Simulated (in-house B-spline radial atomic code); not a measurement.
Configurations of Fe⁵⁺, with energies counted from [Ar] (3d3/2)3. Method: Dirac-Hartree-Fock, average of each configuration as written, Fermi nucleus of rms radius 3.7377 fm. Calculated with a radial B-spline atomic code at the basis-set limit. Energies include first-order Breit, QED and recoil terms.

Occupations are held fixed; configurations that lie above the ionisation limit could autoionise.

```csv
configuration,E - E(ref) (eV),highest orbital,its <r> (bohr)
[Ar] (3d3/2)2 (3d5/2)1,0.80195,3d5/2,0.8647
[Ar] (3d5/2)3,0.91501,3d5/2,0.8633
[Ar] (3d5/2)2 (6d3/2)1,81.154,6d3/2,7.014
[Ne] 3s2 (3p1/2)2 (3p3/2)3 (3d3/2)1 (3d5/2)2 6s1,133.17,6s1/2,5.723
[Ne] 3s2 (3p1/2)1 (3p3/2)4 (3d3/2)2 (3d5/2)1 (5g7/2)1,137.99,5g7/2,4.575
[Ne] 3s2 (3p1/2)2 (3p3/2)3 (3d5/2)3 (6g9/2)1,141.96,6g9/2,7.319
[Ne] 3s2 (3p1/2)1 (3p3/2)4 (3d3/2)3 (7f5/2)1,148.7,7f5/2,10.91
```

(1) Order these further configurations by energy, lowest first.
A. [Ne] 3s2 (3p1/2)1 (3p3/2)4 (3d3/2)2 (3d5/2)1 5s1
B. [Ar] (3d3/2)1 (3d5/2)1 (4f5/2)1
C. [Ar] (3d3/2)2 (4p3/2)1
D. [Ne] 3s2 (3p1/2)2 (3p3/2)3 (3d3/2)3 (6p1/2)1
E. [Ar] (3d3/2)1 (3d5/2)1 (7p3/2)1

(2) How far above the reference does [Ar] (3d5/2)2 6s1 lie?

(3) How far above the reference does [Ar] (3d3/2)1 (3d5/2)2 lie?

## Answers

(1) C (41.343 eV), B (66.244 eV), E (83.963 eV), A (122.98 eV), D (131.67 eV).

(2) 75.995 eV; its least bound orbital is 6s1/2 with <r> = 5.723 bohr.

(3) 1.107 eV; its least bound orbital is 3d5/2 with <r> = 0.8639 bohr.
